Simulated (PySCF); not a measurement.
Species: `C=NC[C@@H]1CC[C@@H]1F`. The columns A, B, C and D hold Mulliken, IAO, Hirshfeld and ESP-fitted charges (e) of one PBE0/pcSseg-1 density (PySCF), in a shuffled order. Coordinates in Å (GFN2-xTB); the density's dipole moment is (-0.14, -0.98, 0.25) D.

| atom | x | y | z | A | B | C | D |
| --- | --- | --- | --- | --- | --- | --- | --- |
| C1 | 2.324 | 0.990 | -0.478 | -0.111 | +0.026 | +0.085 | +0.006 |
| N2 | 1.474 | 0.191 | -0.924 | -0.263 | -0.427 | -0.379 | -0.124 |
| C3 | 1.059 | -0.934 | -0.140 | -0.149 | +0.051 | -0.049 | -0.029 |
| C4 | -0.462 | -0.956 | 0.023 | -0.134 | -0.393 | -0.039 | -0.035 |
| C5 | -1.235 | -0.586 | -1.258 | -0.271 | -0.136 | -0.093 | -0.076 |
| C6 | -1.513 | 0.809 | -0.674 | -0.289 | -0.211 | -0.248 | -0.086 |
| C7 | -1.052 | 0.300 | 0.692 | +0.174 | +0.254 | +0.269 | +0.061 |
| F8 | -0.167 | 1.105 | 1.367 | -0.328 | -0.335 | -0.259 | -0.118 |
| H9 | 2.614 | 1.829 | -1.093 | +0.151 | +0.116 | +0.079 | +0.052 |
| H10 | 2.803 | 0.902 | 0.504 | +0.108 | +0.089 | +0.077 | +0.043 |
| H11 | 1.351 | -1.833 | -0.695 | +0.153 | +0.135 | +0.120 | +0.047 |
| H12 | 1.536 | -0.957 | 0.854 | +0.112 | +0.105 | +0.060 | +0.030 |
| H13 | -0.747 | -1.895 | 0.500 | +0.133 | +0.120 | +0.033 | +0.039 |
| H14 | -2.135 | -1.179 | -1.395 | +0.135 | +0.117 | +0.063 | +0.037 |
| H15 | -0.638 | -0.599 | -2.164 | +0.150 | +0.133 | +0.045 | +0.035 |
| H16 | -0.826 | 1.557 | -1.061 | +0.159 | +0.140 | +0.117 | +0.038 |
| H17 | -2.534 | 1.177 | -0.730 | +0.136 | +0.124 | +0.079 | +0.039 |
| H18 | -1.861 | 0.086 | 1.397 | +0.133 | +0.093 | +0.039 | +0.041 |

Problem. Which column most likely holds the ESP-fitted charges?

Solution. C. Σ q r misses the density's dipole by 0.04 D (C), 0.63 D (D), 1.40 D (B), 1.54 D (A). Charges fitted to the outside potential are the only set here that is tied to the molecule's multipoles.

Problem. And the Hirshfeld charges?

Solution. D. The mean sizes are 0.052 e (D), 0.119 e (C), 0.167 e (B), 0.172 e (A), and Hirshfeld charges are commonly the smallest of these schemes.

As computed, A = IAO, B = Mulliken, C = ESP-fitted, D = Hirshfeld. Hydrogens on carbon: IAO +0.11 to +0.16, Mulliken +0.09 to +0.14, ESP-fitted +0.03 to +0.12, Hirshfeld +0.03 to +0.05 e.

The IAO scheme projects the occupied orbitals on a minimal set of polarised atomic orbitals and counts the electrons in each atom's part of it. The Mulliken scheme gives each basis function's population to the atom it is centred on and halves the overlap population of two atoms between them.

Isolated species at its GFN2-xTB geometry (one conformer only).

Shape of the structure used: `[CH2:1]=[N:2][CH2:3][C@@H:4]1[CH2:5][CH2:6][C@@H:7]1[F:8]`: C1–N2–C3–C4 125°, N2–C3–C4–C5 41°.
